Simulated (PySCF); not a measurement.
C8H11P.
Cartesian coordinates in Å at the PBE0-D3(BJ)/def2-SVP level; atoms count from 1:
```xyz
20
C8H11P angstrom
C     -2.0201    0.8315    0.0574
C     -0.8496   -0.1072   -0.0960
C     -1.1230   -1.4390   -0.4171
P      0.0233   -2.7145   -0.6431
C      1.4852   -1.8363   -0.3518
C      1.5943   -0.4821   -0.0348
C      2.9689    0.0906    0.1858
C      0.4689    0.3659    0.0855
C      0.7143    1.8093    0.4276
H     -1.9788    1.6592   -0.6685
H     -2.9669    0.2987   -0.1010
H     -2.0547    1.2824    1.0618
H     -2.1773   -1.7124   -0.5394
H      2.4184   -2.4071   -0.4221
H      3.2099    0.8631   -0.5631
H      3.7371   -0.6914    0.1205
H      3.0572    0.5717    1.1728
H      1.1420    1.9116    1.4396
H     -0.1971    2.4152    0.3946
H      1.4410    2.2663   -0.2623
```

Computed, not measured: TDDFT B3LYP/def2-SVPD, vertical, gas phase, core orbitals frozen in the response in PySCF 2.14.0, density-fitted response routines.

Transition dipole moments from the ground state, in atomic units and in the frame of the coordinates above (overall signs are arbitrary), for the states with f of 0.002 or more among the lowest 8:

```csv
state,E (eV),μx,μy,μz
S2,4.917,-0.158,-1.024,-0.258
S3,4.969,0.023,0.089,-0.349
S5,5.743,1.499,-0.199,0.038
S6,5.928,-0.005,0.047,-0.300
S8,6.264,-0.256,-1.818,-0.423
```

Task: What oscillator strength does each state have?

Result: f = (2/3) ΔE |μ|² with ΔE in hartree (27.2114 eV).

```json
{"state": "S2", "|μ|² (au)": "1.140", "|μ| (D)": "2.71", "f": "0.137"}
{"state": "S3", "|μ|² (au)": "0.130", "|μ| (D)": "0.92", "f": "0.016"}
{"state": "S5", "|μ|² (au)": "2.289", "|μ| (D)": "3.85", "f": "0.322"}
{"state": "S6", "|μ|² (au)": "0.092", "|μ| (D)": "0.77", "f": "0.013"}
{"state": "S8", "|μ|² (au)": "3.548", "|μ| (D)": "4.79", "f": "0.545"}
```

Task: What angle do the transition dipoles of S6 and S8 make?

Result: |cos θ| = |μa·μb| / (|μa| |μb|) = 0.08, so θ ≈ 86° (taken between 0 and 90°, since the signs are arbitrary).

Task: How is the summed strength of these states shared among x, y and z?

Result: (2/3) Σ ΔE μα² gives 0.329 for x, 0.640 for y and 0.064 for z, 1.033 in all.

Task: What peak molar absorption coefficient would the strongest computed level give as a lone Gaussian band 0.4 eV wide at half height?

Result: ε(max) = 2.175×10⁸ f / FWHM, with the width in cm⁻¹. S8: 2.175×10⁸ × 0.5446 / 3226 ≈ 37000 L mol⁻¹ cm⁻¹.

All these states lie below the vertical ionisation energy of 8.29 eV (ΔSCF).

The run took 4.8 min on Intel Xeon 6975P-C, one thread, no GPU, on a shared host, and the process peaked at 1.2 GiB of memory.
